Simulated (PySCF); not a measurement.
Al(Cl)(OH)2 (AlClH₂O₂), SMILES [OH][Al]([OH])[Cl].

Coordinates come from a PBE0-D3(BJ)/def2-SVP optimisation. The values are those of a single conformer.

The numbers are results of PySCF 2.14.0 with PBE0-D3(BJ)/def2-SVP, not measurements.

Frequencies are harmonic and unscaled.

Task: Give all harmonic wavenumbers and intensities. (The exact figures need the calculation; the answer reports its results.)

Result: 
```json
[
 {"mode": "1", "ν (cm⁻¹)": "188", "IR (km/mol)": "15.8", "Raman (Å⁴/amu)": "1.9", "depolarisation": "0.72", "moving atoms (share of kinetic energy)": "O 47 %, Cl 24 %, Al 20 %, H 10 %"},
 {"mode": "2", "ν (cm⁻¹)": "221", "IR (km/mol)": "24.7", "Raman (Å⁴/amu)": "1.5", "depolarisation": "0.68", "moving atoms (share of kinetic energy)": "O 58 %, H 19 %, Cl 15 %"},
 {"mode": "3", "ν (cm⁻¹)": "257", "IR (km/mol)": "15.9", "Raman (Å⁴/amu)": "0.0", "depolarisation": "–", "moving atoms (share of kinetic energy)": "Al 64 %, O 18 %, H 14 %"},
 {"mode": "4", "ν (cm⁻¹)": "330", "IR (km/mol)": "299.1", "Raman (Å⁴/amu)": "0.4", "depolarisation": "0.75", "moving atoms (share of kinetic energy)": "H 82 %, O 14 %"},
 {"mode": "5", "ν (cm⁻¹)": "343", "IR (km/mol)": "12.4", "Raman (Å⁴/amu)": "0.7", "depolarisation": "0.75", "moving atoms (share of kinetic energy)": "H 88 %, O 11 %"},
 {"mode": "6", "ν (cm⁻¹)": "494", "IR (km/mol)": "37.4", "Raman (Å⁴/amu)": "6.0", "depolarisation": "0.10", "moving atoms (share of kinetic energy)": "Cl 44 %, O 22 %, Al 21 %, H 14 %"},
 {"mode": "7", "ν (cm⁻¹)": "569", "IR (km/mol)": "91.0", "Raman (Å⁴/amu)": "2.7", "depolarisation": "0.16", "moving atoms (share of kinetic energy)": "H 79 %, O 20 %"},
 {"mode": "8", "ν (cm⁻¹)": "591", "IR (km/mol)": "271.4", "Raman (Å⁴/amu)": "1.6", "depolarisation": "0.35", "moving atoms (share of kinetic energy)": "H 64 %, O 28 %"},
 {"mode": "9", "ν (cm⁻¹)": "845", "IR (km/mol)": "143.2", "Raman (Å⁴/amu)": "5.4", "depolarisation": "0.12", "moving atoms (share of kinetic energy)": "O 51 %, Al 38 %, H 9 %"},
 {"mode": "10", "ν (cm⁻¹)": "977", "IR (km/mol)": "127.6", "Raman (Å⁴/amu)": "1.4", "depolarisation": "0.65", "moving atoms (share of kinetic energy)": "Al 49 %, O 44 %"},
 {"mode": "11", "ν (cm⁻¹)": "3987", "IR (km/mol)": "148.2", "Raman (Å⁴/amu)": "83.3", "depolarisation": "0.41", "moving atoms (share of kinetic energy)": "H 94 %"},
 {"mode": "12", "ν (cm⁻¹)": "3990", "IR (km/mol)": "86.1", "Raman (Å⁴/amu)": "111.7", "depolarisation": "0.18", "moving atoms (share of kinetic energy)": "H 94 %"}
]
```
